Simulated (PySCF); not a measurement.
A geometry optimisation, step by step.

Compound: trans-Sn(H2O)2Cl4.
Bonds: Sn1–O2, Sn1–O5, Sn1–Cl8, Sn1–Cl9, Sn1–Cl10, Sn1–Cl11. Hydrogens: H3, H4 on O2; H6, H7 on O5.

Method: PBE0-D3(BJ)/def2-SVP geometry optimisation, gas phase, def2 core potentials past Kr in PySCF; density fitting, grid level 1; the optimiser is geomeTRIC in internal coordinates, started from a GFN2-xTB structure with every atom displaced at random (about 0.03 Å). 8 of its 25 geometries are shown. The frame can shift and turn from step to step; on so coarse a grid that alone can change the energy by a few meV, and forces under 0.02 eV/Å are noise.

Step 0: E = -60046.1333 eV, largest atomic force 3.848 eV/Å
```
atom  x, y, z in Å  |  force x, y, z in eV/Å
Sn1     0.056   -0.073    0.012   -0.972   1.549   0.177
O2     -0.029    0.102    2.672    2.233   0.974   0.740
H3     -0.862    0.425    3.099    1.298  -0.042  -0.387
H4      0.846    0.503    3.119   -3.421  -1.109  -1.369
O5      0.000   -0.142   -2.711    1.750   1.003   1.740
H6     -0.744   -0.525   -3.132   -0.986  -0.846  -0.823
H7      0.840   -0.411   -3.123   -0.699  -0.085   0.048
Cl8     2.467    0.034   -0.035   -0.645  -0.141  -0.006
Cl9    -2.435    0.010    0.036    1.182  -0.123  -0.043
Cl10   -0.022    2.420    0.109    0.132  -1.253  -0.089
Cl11   -0.019   -2.429   -0.016    0.128   0.073   0.013
```

Step 3: E = -60047.0838 eV, largest atomic force 2.080 eV/Å
```
atom  x, y, z in Å  |  force x, y, z in eV/Å
Sn1     0.002    0.016   -0.028    0.181  -0.319   0.809
O2      0.012    0.000    2.183   -0.235  -0.159   0.547
H3     -0.784    0.345    2.606   -0.282   0.018  -0.084
H4      0.752    0.420    2.628    0.505   0.175   0.045
O5      0.009   -0.032   -2.146   -0.335  -0.249  -2.038
H6     -0.734   -0.456   -2.618    0.072   0.215   0.427
H7      0.808   -0.337   -2.600    0.249   0.063   0.259
Cl8     2.382   -0.069   -0.073    0.178   0.265   0.000
Cl9    -2.366    0.021   -0.018   -0.313  -0.110   0.008
Cl10   -0.051    2.382    0.014    0.177   0.202   0.054
Cl11    0.061   -2.369   -0.004   -0.196  -0.101  -0.027
```

Step 7: E = -60047.2153 eV, largest atomic force 0.789 eV/Å
```
atom  x, y, z in Å  |  force x, y, z in eV/Å
Sn1     0.012   -0.002    0.040   -0.033  -0.113  -0.780
O2      0.007   -0.018    2.232    0.073   0.041   0.762
H3     -0.795    0.360    2.621   -0.146  -0.003  -0.094
H4      0.754    0.449    2.634    0.092  -0.009  -0.077
O5      0.002    0.001   -2.268   -0.003   0.063   0.006
H6     -0.738   -0.479   -2.669    0.068  -0.017   0.105
H7      0.824   -0.348   -2.645   -0.041  -0.036   0.082
Cl8     2.397   -0.069   -0.036    0.007   0.224   0.011
Cl9    -2.372    0.015    0.033   -0.058  -0.104   0.011
Cl10   -0.045    2.375    0.120    0.186   0.020   0.024
Cl11    0.050   -2.380   -0.019   -0.145  -0.067  -0.050
```

Step 10: E = -60047.2764 eV, largest atomic force 0.174 eV/Å
```
atom  x, y, z in Å  |  force x, y, z in eV/Å
Sn1     0.009   -0.013   -0.012   -0.051   0.017   0.166
O2      0.008   -0.038    2.280    0.046  -0.101  -0.083
H3     -0.808    0.365    2.611    0.007   0.057  -0.014
H4      0.752    0.478    2.624   -0.046   0.060  -0.002
O5     -0.002    0.022   -2.272    0.035   0.092  -0.043
H6     -0.728   -0.509   -2.631    0.001  -0.073   0.002
H7      0.831   -0.355   -2.593    0.003  -0.046  -0.026
Cl8     2.395   -0.005   -0.072   -0.012  -0.036  -0.013
Cl9    -2.378   -0.012    0.010    0.009   0.018   0.012
Cl10    0.023    2.364    0.142   -0.015   0.001   0.029
Cl11   -0.003   -2.391   -0.120    0.022   0.011  -0.029
```

Step 14: E = -60047.2988 eV, largest atomic force 0.467 eV/Å
```
atom  x, y, z in Å  |  force x, y, z in eV/Å
Sn1    -0.009    0.001    0.021    0.040  -0.108  -0.453
O2      0.040   -0.045    2.252   -0.076   0.137   0.364
H3     -0.850    0.277    2.480   -0.101  -0.184  -0.002
H4      0.618    0.697    2.495    0.150   0.014   0.011
O5     -0.030    0.015   -2.285    0.046  -0.151   0.015
H6     -0.562   -0.764   -2.527    0.003   0.083   0.070
H7      0.885   -0.249   -2.489   -0.013   0.138   0.034
Cl8     2.358   -0.187   -0.178    0.039   0.014  -0.035
Cl9    -2.371    0.185    0.217   -0.093   0.017   0.025
Cl10    0.189    2.358    0.331    0.076   0.043  -0.081
Cl11   -0.203   -2.359   -0.287   -0.072  -0.003   0.051
```

Step 17: E = -60047.3246 eV, largest atomic force 0.497 eV/Å
```
atom  x, y, z in Å  |  force x, y, z in eV/Å
Sn1    -0.010   -0.003    0.017    0.032  -0.085  -0.392
O2      0.056   -0.038    2.245   -0.082   0.221   0.438
H3     -0.866    0.190    2.466   -0.075  -0.217  -0.025
H4      0.543    0.772    2.476    0.148  -0.034  -0.028
O5     -0.042    0.004   -2.280    0.002  -0.185  -0.025
H6     -0.478   -0.841   -2.499    0.022   0.127   0.073
H7      0.897   -0.150   -2.490   -0.029   0.110   0.052
Cl8     2.340   -0.296   -0.235    0.055   0.037  -0.026
Cl9    -2.356    0.292    0.303   -0.087  -0.022  -0.013
Cl10    0.290    2.349    0.296    0.072   0.013  -0.065
Cl11   -0.318   -2.355   -0.261   -0.058   0.034   0.011
```

Step 21: E = -60047.3599 eV, largest atomic force 0.059 eV/Å
```
atom  x, y, z in Å  |  force x, y, z in eV/Å
Sn1     0.003   -0.011   -0.003    0.001  -0.002   0.022
O2      0.076   -0.025    2.280    0.001  -0.025  -0.053
H3     -0.872    0.033    2.492    0.008   0.000   0.018
H4      0.441    0.853    2.486   -0.016   0.012   0.008
O5     -0.070    0.002   -2.280    0.016   0.036   0.016
H6     -0.381   -0.900   -2.473   -0.003  -0.028  -0.006
H7      0.877    0.000   -2.506   -0.006   0.006  -0.012
Cl8     2.347   -0.340   -0.299   -0.005   0.002   0.000
Cl9    -2.340    0.315    0.324    0.008  -0.002   0.000
Cl10    0.373    2.335    0.225   -0.015   0.007   0.006
Cl11   -0.370   -2.354   -0.264    0.013  -0.006   0.003
```

Step 24: E = -60047.3611 eV, largest atomic force under 0.02 eV/Å
```
atom  x, y, z in Å  |  force x, y, z in eV/Å
Sn1     0.004   -0.008   -0.002   -0.001   0.000  -0.004
O2      0.090   -0.035    2.274   -0.002   0.006   0.009
H3     -0.852   -0.059    2.515    0.005  -0.001  -0.004
H4      0.386    0.868    2.481   -0.004  -0.009  -0.004
O5     -0.080    0.013   -2.279   -0.001  -0.007  -0.003
H6     -0.336   -0.907   -2.468    0.001   0.010  -0.001
H7      0.859    0.074   -2.527    0.000  -0.001   0.002
Cl8     2.354   -0.283   -0.301    0.001   0.000  -0.002
Cl9    -2.344    0.265    0.317   -0.002   0.000   0.002
Cl10    0.318    2.345    0.242    0.003   0.002   0.004
Cl11   -0.313   -2.359   -0.268    0.000   0.000   0.000
```

Task: Summarise the path.

Result: The energy falls by 1.2278 eV from step 0 to step 24; nine tenths of that is first reached at step 6. It rises by more than 0.2 meV at steps 3, 5, 7 and 15. The largest force goes from 3.848 to under 0.02 eV/Å. Among the bonds Sn1–O5 changes most, from 2.724 to 2.278 Å; the atoms move by 0.574 Å rms after alignment.

Task: Follow the three bonds and two angles with the largest change from start to end.

Result: 
```tsv
step	E above end (eV)	largest force (eV/Å)	Sn1–O5 (Å)	Sn1–O2 (Å)	Sn1–Cl10 (Å)	Sn1–O5–H6 (°)	Sn1–O2–H3 (°)
0	1.2278	3.848	2.724	2.668	2.496	118.4	118.6
1	0.5471	0.789	2.617	2.542	2.408	118.6	117.2
2	0.2593	0.851	2.402	2.368	2.357	121.4	118.0
3	0.2773	2.080	2.119	2.211	2.367	119.3	115.5
4	0.1753	0.983	2.345	2.185	2.379	115.8	114.2
5	0.1779	0.690	2.318	2.422	2.379	116.2	113.6
6	0.1213	0.303	2.280	2.342	2.380	115.0	113.2
7	0.1458	0.789	2.307	2.193	2.379	114.6	113.6
8	0.1050	0.383	2.280	2.235	2.380	114.3	113.0
9	0.0932	0.115	2.270	2.275	2.381	112.5	111.1
10	0.0847	0.174	2.261	2.292	2.382	111.5	109.7
11	0.0772	0.144	2.270	2.300	2.384	108.3	106.7
13	0.0697	0.075	2.285	2.277	2.384	107.0	105.1
14	0.0623	0.467	2.306	2.232	2.385	104.4	102.0
15	0.2166	1.283	2.347	2.164	2.388	95.3	96.4
16	0.0760	0.821	2.322	2.197	2.386	100.7	99.3
17	0.0365	0.497	2.297	2.229	2.387	103.2	101.2
18	0.0153	0.232	2.284	2.260	2.385	102.7	100.3
19	0.0023	0.079	2.274	2.279	2.387	102.5	101.0
20	0.0015	0.065	2.278	2.285	2.386	102.1	100.4
21	0.0013	0.059	2.279	2.284	2.385	101.7	100.7
22	0.0007	0.061	2.279	2.276	2.385	101.2	102.0
23	0.0003	0.044	2.279	2.276	2.386	101.1	102.2
24	0.0000	under 0.02	2.278	2.278	2.386	101.3	102.2
```

The cost below is that of the whole optimisation. The run took 5.2 min of wall time on one thread of an Arm Neoverse V2, no GPU (shared host), and the process peaked at 0.62 GiB of memory.
